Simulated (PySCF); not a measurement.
# SMILES CC(=O)c1ccc(F)[se]1, C$_{6}$H$_{5}$FOSe

Geometry (Å), atoms numbered from 1 in this order:
```xyz
14

C    -2.399    0.029    0.291
C    -1.271   -0.936    0.532
O    -1.436   -2.104    0.823
C     0.085   -0.427    0.409
C     0.591    0.809    0.103
C     1.996    0.883    0.089
C     2.593   -0.305    0.387
F     3.911   -0.491    0.434
Se    1.423   -1.706    0.734
H    -3.350   -0.485    0.399
H    -2.342    0.844    1.010
H    -2.320    0.447   -0.710
H    -0.031    1.662   -0.110
H     2.551    1.778   -0.134
```

Computed with PySCF, quadratic response CAM-B3LYP/aug-cc-pVDZ first hyperpolarisability, Taylor convention, gas phase. Geometry: GFN2-xTB.

The calculation is non-relativistic, which matters for the atoms heavier than Zn.

Question: Give the tensor of the static β(0;0,0) in the axes of these coordinates.

Answer: In au, Taylor convention; rows are the first index (the induced dipole):
```csv
,xx,yy,zz,xy,xz,yz
x,+520.9,-9.0,-9.1,+112.5,-26.6,+0.3
y,+112.5,-31.7,+3.8,-9.0,+0.3,+11.7
z,-26.6,+11.7,-5.5,+0.3,-9.1,+3.8
```
Norm of βᵢ = ⅓ Σⱼ (βᵢⱼⱼ + βⱼᵢⱼ + βⱼⱼᵢ): 510.3 au, hyper-Rayleigh value 222.9 au.
